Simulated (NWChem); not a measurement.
System: SiH2SO, singlet; SMILES O[Si]S

The following NWChem deck was run.

```
start job
memory heap 200 mb stack 900 mb global 1100 mb
geometry units angstroms noautosym nocenter noautoz
  Si    -0.688194    -0.671439     0.000000
  O      0.686112    -1.608783     0.000000
  H      1.572412    -1.227890     0.000000
  S      0.223021     1.308121     0.000000
  H     -0.959798     1.960629     0.000000
end
basis spherical
  * library def2-svp
end
dft
  xc pbe0
  iterations 150
end
cosmo
  do_cosmo_smd true
  solvent water
end
task dft energy
```

Low-valent species are run as closed-shell singlets; no triplet was tried in these runs. Coordinates come from a PBE0/def2-SVP optimisation. Solvent: water.

Level: PBE0/def2-SVP with SMD (1 M gas to 1 M solution), gas-phase geometry. Reactions with the solvent are ignored.

Question: Predict the main results of this run. (PBE0/def2-SVP, SMD on the gas-phase geometry.) Quantities: solvation free energy (kcal/mol); cavity-dispersion-structure term (kcal/mol); dipole in solution (D).

Answer: solvation free energy (kcal/mol): -5.2
cavity-dispersion-structure term (kcal/mol): 1.0
dipole in solution (D): 1.11
